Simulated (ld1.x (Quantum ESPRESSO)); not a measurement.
**An all-electron radial function and its pseudo partner (lead)**

Columns: radius, all-electron u(r) and pseudo u(r) of the 6s shell (level -12.61 eV) of lead in the configuration [Xe] 4f14 5d10 6s1.5 6p2.5; PBE, scalar-relativistic, TM scheme, ld1.x (Quantum ESPRESSO) 7.5.

```
r (bohr)  all-electron   pseudo
   0.113        0.1603  -0.1326
   0.225       -0.1169  -0.2322
   0.338       -0.2239  -0.2792
   0.450        0.0365  -0.2736
   0.563        0.2891  -0.2371
   0.675        0.3817  -0.1972
   0.788        0.3273  -0.1716
   0.900        0.1834  -0.1689
   1.013        0.0005  -0.1956
   1.125       -0.1824  -0.2590
   1.238       -0.3478  -0.3628
   1.350       -0.4839  -0.4844
   1.463       -0.5909  -0.5909
   1.575       -0.6681  -0.6681
   1.688       -0.7203  -0.7203
   1.800       -0.7505  -0.7505
   1.913       -0.7632  -0.7632
   2.025       -0.7618  -0.7618
   2.138       -0.7492  -0.7492
   2.250       -0.7286  -0.7286
   2.363       -0.7016  -0.7016
   2.475       -0.6706  -0.6706
   2.588       -0.6366  -0.6366
   2.700       -0.6012  -0.6012
   2.813       -0.5648  -0.5648
   2.925       -0.5288  -0.5288
```

How many radial nodes do the two functions have?

The all-electron 6s function has n − l − 1 = 5 (the table is too coarse to show those close to the nucleus); the pseudo-wave has 0, since the states of the same l below it are removed with the core.

At about which radius was the pseudo-wave matched?

1.45 bohr, where the columns begin to agree (steps of 0.11 bohr).

Is the pseudo-wave norm-conserving?

Yes: the TM scheme keeps the norm inside the radius equal to the all-electron one, which fixes the energy derivative of the logarithmic derivative at the level.
